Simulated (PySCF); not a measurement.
From one molecule to another.

First species: n-propyl acrylate, C₆H₁₀O₂.
Structure used (PBE0-D3(BJ)/def2-SVP), in Å, numbered top down from 1:
```xyz
18
C6H10O2 angstrom
C      3.239    0.908   -0.661
C      2.321    0.163   -0.045
C      1.045   -0.173   -0.724
O      0.741    0.168   -1.840
O      0.269   -0.913    0.080
C     -1.019   -1.299   -0.396
C     -2.109   -0.506    0.300
C     -2.058    0.988    0.020
H      3.053    1.272   -1.676
H      4.184    1.170   -0.179
H      2.458   -0.224    0.967
H     -1.117   -2.372   -0.175
H     -1.052   -1.151   -1.486
H     -3.076   -0.924   -0.027
H     -2.044   -0.691    1.385
H     -2.887    1.512    0.518
H     -2.117    1.198   -1.058
H     -1.120    1.429    0.391
```

Second species: C₇H₁₂S.
SMILES: `CS[C@H]1CCC12CC2`

Levels: wB97X-D/def2-SVPD for dipole moment, HOMO energy, LUMO energy, HOMO–LUMO gap, static isotropic polarisability and electronic spatial extent ⟨r²⟩ about the centre of nuclear charge; TDDFT wB97X-D/def2-SVPD for lowest singlet excitation; PBE0-D3(BJ)/def2-SVP for rotational constant A and rotational constant C. Geometries: PBE0-D3(BJ)/def2-SVP. All species are isolated and taken at one optimised geometry, non-relativistic unless stated. Electronic properties by PySCF.

The conformers computed, where there is a choice (atom-mapped SMILES and torsion angles):
- `[CH2:1]=[CH:2][C:3](=[O:4])[O:5][CH2:6][CH2:7][CH3:8]`: C1–C2–C3–O4 1°, C2–C3–O5–C6 178°, C3–O5–C6–C7 -107°, O5–C6–C7–C8 64°
- `[CH3:1][S:2][C@H:3]1[CH2:4][CH2:5][C:6]12[CH2:7][CH2:8]2`: C1–S2–C3–C4 84°

Task: Which has the higher LUMO energy?

Result: The second: 2.19 eV against 0.41 eV, a difference of 1.78 eV.

Task: Which of the two has the higher HOMO energy, and by how much?

Result: The second: -8.08 eV against -10.08 eV, a difference of 2.00 eV.

Task: Which has the higher HOMO–LUMO gap?

Result: The first: 10.49 eV against 10.27 eV, a difference of 0.22 eV.

Task: Which has the higher rotational constant C?

Result: The first: 1.072 GHz against 1.001 GHz, a difference of 0.071 GHz.

Task: Which has the higher rotational constant A?

Result: The first: 4.291 GHz against 2.924 GHz, a difference of 1.367 GHz.

Task: Which of the two has the higher static isotropic polarisability, and by how much?

Result: The second: 100.0 au against 81.3 au, a difference of 18.7 au.

Task: Which has the higher S1 energy?

Result: The second: 5.60 eV against 5.12 eV, a difference of 0.48 eV.

Task: Which has the higher ⟨r²⟩?

Result: The second: 1272 bohr² against 1198 bohr², a difference of 74 bohr².

On the first: The dipole equals about 5.5 × 10⁻³⁰ C·m (1 D = 3.33564 × 10⁻³⁰ C·m). S1 lies 5.37 eV below the HOMO–LUMO gap; its leading configuration is HOMO→LUMO, weight 0.93.

On the second: In atomic units the dipole is 0.64 e·bohr (1 au = 2.5417 D). No computed singlet falls in the visible range (750 to 380 nm, 1.65 to 3.26 eV); S1 lies 2.34 eV above its blue end.
